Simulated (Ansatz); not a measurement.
Gas-phase reaction R1 → 2 P1, each structure at its B3LYP-D3(BJ)/def2-TZVP stationary point, reached from a drawn start (curvature not checked).
P1: OH (SMILES [OH]), charge 0, multiplicity 2.
R1, H2O2 (SMILES OO) (charge 0, multiplicity 1):
```xyz
4

O     -0.6677     0.2484     0.2866
O      0.6625     0.2568    -0.2913
H     -1.1460    -0.2681    -0.3779
H      1.1512    -0.2371     0.3826
```

P less R. No zero-point or thermal terms; singlets are restricted closed shells; open shells are unrestricted; no spin–orbit coupling.

Frozen-core correlation throughout.

Programs: Ansatz (a quantum-chemistry and plane-wave program) with Gaussian orbitals. Each number belongs to the level named beside it.

Total energies in hartree:

```json
[
 {"structure": "P1", "PBE/def2-TZVPP": "-75.683357", "B3LYP/def2-TZVPP": "-75.769840", "CCSD(T)/cc-pVQZ": "-75.661589"},
 {"structure": "R1", "PBE/def2-TZVPP": "-151.467171", "B3LYP/def2-TZVPP": "-151.621255", "CCSD(T)/cc-pVQZ": "-151.408115"}
]
```

Q: Work out the reaction energy at each level in kcal/mol (1 hartree = 627.50947 kcal/mol), and say how far PBE/def2-TZVPP lies from CCSD(T)/cc-pVQZ.

A: 
- PBE/def2-TZVPP: 2 × (-75.683357) − (-151.467171) = 0.100457 hartree = 63.04 kcal/mol
- B3LYP/def2-TZVPP: 2 × (-75.769840) − (-151.621255) = 0.081575 hartree = 51.19 kcal/mol
- CCSD(T)/cc-pVQZ: 2 × (-75.661589) − (-151.408115) = 0.084937 hartree = 53.30 kcal/mol
PBE/def2-TZVPP less CCSD(T)/cc-pVQZ: 9.74 kcal/mol. CCSD(T)/cc-pVQZ is the level counted from, the highest shown, and no exact or measured value.
